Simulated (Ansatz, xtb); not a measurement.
**C2H10OSi3: which of two isomers lies lower**

Structure I is `C[SiH](C=O)[SiH2][SiH3]`, a singlet and structure II is `C[SiH2][SiH]([SiH3])C=O`, a singlet. Both are isolated molecules in the gas phase, relaxed with r2SCAN-D4/def2-SVP; each stands in its lowest conformer found.

Q: Estimate which is lower in electronic energy at CCSD(T)/def2-SVP + ΔMP2/def2-TZVPP, and by roughly how much.

A: CCSD(T)/def2-SVP + ΔMP2/def2-TZVPP gives E(II) − E(I) = +0.06 kcal/mol, slightly favouring structure I, which is too small a margin to settle the true order.

Level by level:

| level | geometry | E(II) − E(I) (kcal/mol) | departure from the last row (kcal/mol) | job, with rough time for the two |
| --- | --- | --- | --- | --- |
| r2SCAN-D4/def2-SVP | r2SCAN-D4/def2-SVP | −0.09 | −0.15 | optimisation, 3.2 min |
| HF/def2-SVP | r2SCAN-D4/def2-SVP | −0.16 | −0.21 | part of the CCSD(T) run |
| MP2/def2-SVP | r2SCAN-D4/def2-SVP | +0.13 | +0.08 | part of the CCSD(T) run |
| CCSD(T)/def2-SVP | r2SCAN-D4/def2-SVP | +0.14 | +0.08 | single point |
| CCSD(T)/def2-SVP + ΔMP2/def2-TZVPP | r2SCAN-D4/def2-SVP | +0.06 |  | single point, 91 s |

As drawn, both hold the same kinds of bond in the same numbers.

The largest departure from CCSD(T)/def2-SVP + ΔMP2/def2-TZVPP is that of HF/def2-SVP, 0.21 kcal/mol. Levels run at GFN2-xTB geometries aren't shown. The last row adds to CCSD(T) the change of the MP2 difference between the two basis sets, here −0.08 kcal/mol.

With thermal terms from frequencies at re-optimised GFN2-xTB minima (ideal gas, soft modes damped towards free rotors, one conformer each, 298.15 K, 1 atm): on the last row, ΔE + ΔZPE = −0.41, ΔH = −0.02, ΔG = −1.29 kcal/mol.

The correlated steps freeze 18 core orbitals. Codes used: Ansatz 0.2.0, xtb 6.7.1; the last row on 2 threads of Arm Neoverse V2 on a shared host.
